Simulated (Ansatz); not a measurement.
BrGaH2 (SMILES [GaH2][Br]) moved off its minimum; all values from Ansatz (a quantum-chemistry and plane-wave program), cores frozen in correlated methods.
(charge 0, multiplicity 1)
```xyz
4

Ga    -0.58341    -0.79925     0.27200
H     -0.15541    -1.67892     1.30703
H     -1.95375    -1.08411    -0.68990
Br     0.50208     1.00114    -0.22565
```

Forces at HF/def2-TZVPP (eV/Å):

| atom | Fx | Fy | Fz |
|---|---|---|---|
| Ga1 | -3.494 | -0.751 | -2.438 |
| H2 | 0.909 | -1.715 | 2.116 |
| H3 | 1.188 | 0.230 | 0.876 |
| Br4 | 1.397 | 2.236 | -0.554 |

Give the forces (eV/Å), the total energy and the dipole at CCSD(T)/aug-cc-pVTZ.


| atom | Fx | Fy | Fz |
|---|---|---|---|
| Ga1 | -3.393 | -0.711 | -2.371 |
| H2 | 0.959 | -1.786 | 2.210 |
| H3 | 1.011 | 0.210 | 0.736 |
| Br4 | 1.423 | 2.287 | -0.575 |
Energy -4497.2283 hartree, dipole 1.13 D.
